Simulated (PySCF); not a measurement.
Polarisability and C₆ of Ru²⁺ (ruthenium, charge +2)

[Kr] 4d6, high-spin 5D determinant. Calculation: PySCF 2.14, in aug-cc-pwCVDZ-PP with ECP28MDF; scalar relativity through the core potential. Coupled (time-dependent) response in atomic units; α is the mean over directions. A double-zeta set is small for polarisabilities.

```
 method  mean α (bohr³)         α xx, yy, zz  C₆ (like pair)  S(−4)
wB97M-V           8.128  8.447, 8.447, 7.490           43.42  21.07
```

S(−4) is the Cauchy moment in α(ω) = α(0) + S(−4) ω² + …

Spin-orbit coupling is absent.

α(iu) at wB97M-V:

| u (hartree) | α(iu) (bohr³) |
| --- | --- |
| 0 | 8.128 |
| 0.0500 | 8.076 |
| 0.100 | 7.927 |
| 0.200 | 7.425 |
| 0.300 | 6.805 |
| 0.500 | 5.629 |
| 0.750 | 4.484 |
| 1.00 | 3.626 |
| 1.50 | 2.467 |
| 2.00 | 1.759 |
| 3.00 | 1.001 |
| 5.00 | 0.4346 |

A single London oscillator, α(iu) = α/(1 + u²/ω²), gives C₆ = (3/4) ω α². Matching the computed C₆ needs ω = 4 × 43.42 / (3 × 8.128²) = 0.876 hartree.

For an ion, C₆ is the dispersion term alone; charge-induced terms of lower order in 1/R come first.

The components differ because the open shell of this determinant is not spherical; for a pure term their mean is the scalar polarisability.

Energies and moments cover only the electrons outside the core potential.
